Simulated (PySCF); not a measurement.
PySCF 2.14 output of an unrestricted LDA calculation on a single atom or ion in cc-pVDZ-X2C (8s7p5d3f1g, 84 functions), with the spin-free X2C one-electron Hamiltonian (Gaussian nucleus):

```
SCF conv_tol = 1e-09
number electrons alpha = 32  beta = 27
    P. A. M. Dirac.,  Math. Proc. Cambridge Philos. Soc. 26, 376 (1930)
    F. Bloch.,  Z. Phys. 57, 545 (1929)
    S. H. Vosko, L. Wilk, and M. Nusair.,  Can. J. Phys. 58, 1200 (1980)
cycle= 1 E= -10417.03518681  delta_E= -0.0151  |g|= 0.139  |ddm|= 0.368
cycle= 2 E= -10417.0343939763  delta_E= 0.000793  |g|= 0.15  |ddm|= 0.213
cycle= 3 E= -10417.0379148742  delta_E= -0.00352  |g|= 0.00893  |ddm|= 0.14
cycle= 4 E= -10417.0379309654  delta_E= -1.61e-05  |g|= 0.00041  |ddm|= 0.0109
cycle= 5 E= -10417.0379310065  delta_E= -4.11e-08  |g|= 1.67e-05  |ddm|= 0.000496
cycle= 6 E= -10417.0379310066  delta_E= -6e-11  |g|= 8.13e-07  |ddm|= 2.39e-05
converged SCF energy = -10417.0379310066  <S^2> = 8.7519593  2S+1 = 6.000653
```

The run itself started from symmetry-adapted Hartree-Fock orbitals and held the occupation by maximum overlap, on a logarithmic radial grid, so the iterations belong to that start.

Question: Which element, charge and spin multiplicity is this?

Answer: Sm³⁺ (samarium, charge +3), multiplicity 6; the state was [Xe] 4f5, one real determinant.

⟨L²⟩ = 24.01 against 30 for a pure H term, so this real determinant mixes terms. Spin-orbit coupling, absent here, splits the open shell strongly.
